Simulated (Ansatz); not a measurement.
The first iterations of a band of CH5OSSi (9 atoms, charge 1, multiplicity 1).

Method: RKS B3LYP/6-31G* (Ansatz 0.2.0).

```
movable images  : 7
climbing image  : yes
spring          : 5.0 eV/Å²
optimiser       : quadratic models (default)
start path      : through a guess of the saddle point
force threshold : 0.05 eV/Å
iteration limit : 60
end points      : relaxed
```

First end point:

```xyz
9
Properties=species:S:1:pos:R:3
C -0.920 1.608 0.502
S 0.061 0.858 1.541
O 0.704 -0.435 0.927
Si 0.678 -1.328 -0.605
H -1.391 2.515 0.885
H -1.138 1.284 -0.514
H 1.624 -2.415 -0.326
H -0.730 -1.736 -0.786
H 1.112 -0.351 -1.624
```

Last end point:

```xyz
9
Properties=species:S:1:pos:R:3
C -1.110 1.323 0.835
S 0.493 1.500 0.790
O 1.203 0.309 0.056
Si 0.754 -1.211 -0.740
H -1.651 2.127 1.335
H -1.667 0.488 0.415
H 0.084 -2.008 0.308
H -0.171 -0.818 -1.822
H 2.065 -1.710 -1.177
```

| iteration | highest image above the first end (eV) | largest band force component (eV/Å) |
| --- | --- | --- |
| 1 | 1.838 | 6.648 |
| 2 | 0.351 | 3.020 |
| 3 | 0.113 | 0.906 |

Does the band converge within its limit, and where does its top end?

It converged. It ended after 11 iterations with the highest image 0.018 eV above the first end. A vibrational analysis at the climbing image gives one clearly imaginary mode, 68i cm⁻¹: a first-order saddle point. Limits of this set-up: the dipole of an ion depends on the origin.

Run time: 4 min on 1 thread of Arm Neoverse V2, with other jobs on the host, peak memory 0.15 GiB.
